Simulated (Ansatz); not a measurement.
`F[Si](F)(Cl)Br` + NH₃ → `N[Si](F)(Cl)Br` + H–F at 400 K and 1 bar (ligand exchange at the Si–F bond).

Computed with Ansatz on PBE0-D4/def2-TZVP structures; ΔE is electronic, products minus reactants. CBS: MP2 limit from def2 TZ/QZ plus the TZ coupled-cluster correction, frozen cores. This one scheme is used for every species. For Br outer-core shells are correlated without core-valence functions, which leaves a few kJ/mol of doubt a bond. Scalar relativity is left out up to krypton. One conformer a species, not always the lowest.

```tsv
species	CCSD(T)/CBS energy (Eh)	H − E (kJ/mol)	S (J/(mol·K))
`F[Si](F)(Cl)Br`	-3522.00110	51.7	366.5
NH₃	-56.50880	104.2	203.1
`N[Si](F)(Cl)Br`	-3478.08790	117.1	393.9
H–F	-100.39570	36.5	182.2
```

H − E and S are ideal-gas, rigid-rotor, harmonic terms from PBE0-D4/def2-TZVP, for one conformer and one mirror image of each species. 1 Eh = 2625.50 kJ/mol, R = 8.31446 J/(mol·K).

Task: By hand: ΔE, ΔH, ΔS and ΔG.

Result: ΔE = (-3478.08790) + (-100.39570) − (-3522.00110) − (-56.50880) = 0.02630 Eh = 69.1 kJ/mol. Δ(H − E) = 117.1 + 36.5 − 51.7 − 104.2 = -2.3, so ΔH = 66.8 kJ/mol. ΔS = 393.9 + 182.2 − 366.5 − 203.1 = 6.5 J/(mol·K). ΔG = 66.8 − 400 × (6.5)/1000 = 64.2 kJ/mol.

Task: By hand: the equilibrium constant, and the temperature at which ΔG would vanish if ΔH and ΔS stayed fixed.

Result: log₁₀ K = −ΔG/(RT ln 10) = -8.4. ΔG = 0 at ΔH/ΔS = 10277 K, far beyond where these terms or the molecules hold.

The number of gas molecules stays the same, so ΔS is small and ΔH decides. A doubt of 5 kJ/mol in ΔE shifts log₁₀ K by 0.7 here. Other conformers and mirror images would add mixing entropy, several J/(mol·K) or more a flexible species. These are equilibria of isolated gas molecules and say nothing of rates. Largest T1 diagnostic: 0.010 (customary marks: 0.02 for closed shells, 0.045 for open ones).
